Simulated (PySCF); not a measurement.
```xyz
4
charge 1 multiplicity 1, angstrom
Se    0.0000    0.0000   -1.3300
Au    0.0000    0.0000    1.1556
Au    2.3001    0.0000   -0.3059
Au   -2.3001    0.0000   -0.3059
```

Computed with PySCF, PBE, basis Se def2-SVP, Au def2-SVP with ECP60 (scalar-relativistic core potentials, no spin–orbit coupling, density fitting).

This geometry of Au₃Se⁺ is a stationary point at this level.

Question: What is the point group?

Answer: C2v.

Question: Is it a minimum?

Answer: No: it has 1 imaginary mode, at 43i cm⁻¹ (b1).

Question: List the harmonic modes with their infrared intensities.

Answer: 
```csv
symmetry,ω (cm⁻¹),IR (km/mol)
b1,43i,–
a1,76,0.0
a1,97,0.1
b2,102,0.1
b2,188,0.2
a1,210,0.0
```

Question: What are the dipole moment and the gap between the highest occupied and lowest empty levels?

Answer: 0.58 D about the centre of mass and 1.01 eV.

In C2v the vibrations span b1 + 3a1 + 2b2. Here b1 is antisymmetric to the molecular plane and b2 lies in it.

Stability towards spin polarisation was not tested. Only a few start shapes were tried, so a lower isomer may exist. At this level a singlet minimum of C3v symmetry lies 65 kJ/mol below this structure. No spin–orbit coupling is included, which matters more the heavier the element.
